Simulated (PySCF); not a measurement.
**Two-component Hartree-Fock for O²⁺ (oxygen, charge +2)**

Start: [He] 2s2 2p2; 2p3/2 filled at m_j = +1/2, +3/2. Calculated with PySCF 2.14 in x2c-TZVPall-2c (5s3p2d1f, 31 functions): generalised Hartree-Fock with the X2C-1e Hamiltonian and a Gaussian nucleus; one run each with spin-orbit coupling (SO) switched off, then screened by Boettger's factors. This is a chosen level, not necessarily the ground level.

```csv
spinor shell,electrons,"ε, spin-free (eV)","ε, screened SO (eV)",weight of nominal j (screened SO),"rms radius, screened SO (bohr)"
1s1/2,2,-606.08,-606.09,1.000,0.230
2s1/2,2,-67.565,-67.567,1.000,1.13
2p3/2,2,-55.706,-55.699,0.829,1.09
```

```tsv
quantity	spin-free	screened SO
E (hartree)	-73.15309	-73.15251
M_J	2	2
⟨J²⟩	6.005	6.005
⟨L²⟩	2.002	2.002
⟨S²⟩	2.003	2.003
```

Each row is a mean over spinors that exchange with the open shell spreads, by up to 10.363 eV (2s1/2).

Rows whose weight is well below 1 are mixtures of j = l ± 1/2: exchange outweighs spin-orbit coupling there, and the label is only the starting occupation.

Without spin-orbit coupling the j labels of p, d and f shells carry no meaning; the spin-free column gives the mean over the occupied spinors of each nl shell.
